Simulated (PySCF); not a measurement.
C₅H₁₆Si₃: full NMR table

```yaml
Formula: C5H16Si3
SMILES: "[SiH3]C([SiH3])([SiH3])C1CCC1"
InChI: InChI=1S/C5H16Si3/c6-5(7,8)4-2-1-3-4/h4H,1-3H2,6-8H3
Point_group_of_the_computed_structure: Cs
Degrees_of_unsaturation: 1
Carbon_signals: 4
Proton_signals: 6
```

Atoms are numbered as in `[SiH3:1][C:2]([SiH3:3])([SiH3:4])[CH:5]1[CH2:6][CH2:7][CH2:8]1`. Each H is labelled by its parent atom. Ha(C6), Ha(C7), Ha(C8) are cis to C2 on the ring; Hb(C6), Hb(C7), Hb(C8) are trans to C2 on the ring.

Theory: structure optimised with GFN2-xTB, shieldings: GIAO PBE0/pcSseg-1, in PySCF 2.14.0 with density-fitted response routines (one averaged value for each set of equivalent atoms, one computed conformer, non-relativistic, no solvent model).

Chemical shifts δ = σref − σ; 1H (31.72 ppm) and 13C (186.93 ppm) and 29Si (349.16 ppm) against TMS, all at this level.

| carbon | δC, type | δH (multiplicity) | HMBC from (2–3 bonds) | span of the C tensor (ppm) |
| --- | --- | --- | --- | --- |
| C2 | 1.8, C | – | H(Si1)/H(Si3)/H(Si4), H(C5), Ha(C6)/Ha(C8), Hb(C6)/Hb(C8) | 45 |
| C5 | 36.5, CH | 2.53 (m) | H(Si1)/H(Si3)/H(Si4), Ha(C6)/Ha(C8), Hb(C6)/Hb(C8), Hb(C7), Ha(C7) | 26 |
| C6/C8 | 27.0, CH2 | Hb(C6) 2.14 (m); Ha(C6) 2.17 (m) | H(C5), Ha(C6)/Ha(C8), Hb(C6)/Hb(C8), Hb(C7), Ha(C7) | 34 |
| C7 | 15.8, CH2 | Hb(C7) 1.96 (m); Ha(C7) 1.78 (m) | H(C5), Ha(C6)/Ha(C8), Hb(C6)/Hb(C8) | 20 |

Other nuclei:
```csv
atoms,nucleus,environment,δ (ppm),σ (ppm)
H(Si1)/H(Si3)/H(Si4),1H,hydrogen on a silicon bonded to C,3.92,27.80
Si1/Si3/Si4,29Si,"silicon bonded to C, 3 H",-71.6,420.8
```

1. Carbon types of the structure: 1 × C, 1 × CH, 3 × CH2, leaving 9 H on heteroatoms.
2. δC 36.5: sp3 CH in a ring; saturated and bonded to C and H only.
3. δC 27.0, 15.8: sp3 CH2 in a ring; a saturated carbon with 2 carbon neighbours and no heteroatom attached.
4. δC 1.8: fully substituted sp3 carbon bonded to 3 Si; an electropositive neighbour leaves it electron-rich and shielded.
5. δH 3.92: hydrogen on a silicon bonded to C.
6. δH 2.17, 2.14, 1.96, 1.78: hydrogen on an sp3 CH2 in a ring.

Shifts are as computed. Against solution values, carbons near 30 ppm lie about +3 ppm off and those near 130 ppm about +5 ppm. Of 1211 compounds with measured shifts, 218 miss one by over three times the rms of a fit or turn the order of signals round; such compounds aren't used in these exercises. No couplings were computed; multiplicities are counted from neighbouring protons, with m where these are inequivalent, close in shift, in a saturated or five-membered ring or joined by F or P, and br s for small geminal =CH2 splittings.
